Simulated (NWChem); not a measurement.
C5H5FSi; SMILES C#CC([SiH3])=C=CF

Computed with NWChem. Medium grid unless said otherwise, to which SCAN and Minnesota functionals are sensitive. The geometry was optimised at B3LYP/6-31G* (spherical d). Hybrids' shares of exact exchange are those that their runs print; pure functionals count as 0. The functionals differ in more than this share.

```csv
row,share of exact exchange,highest occupied level (eV)
PBE/def2-SVP,0.00,-6.18
"LDA (Slater exchange, VWN5)/def2-SVP",0.00,-6.34
B3LYP/def2-SVP,0.20,-7.24
PW6B95/def2-SVP,0.28,-7.60
M06-2X/def2-SVP,0.54,withheld
```

Q: Fit a straight line of the last column on the one before it, predict the withheld value, and compare with the run.

A: 
1. Means of the 4 shown rows: x = 0.120, y = -6.840. Slope Σ(x − x̄)(y − ȳ)/Σ(x − x̄)² = -0.2928/0.06080 = -4.816; intercept -6.262.
2. The shown rows scatter about the line by 0.057 (root mean square); the largest residual is +0.08, at PBE/def2-SVP.
3. At x = 0.54 (M06-2X/def2-SVP; beyond the shown range) the line gives -8.86.
4. The run gives -8.69, +0.17 from the line, 3.0 times the scatter.
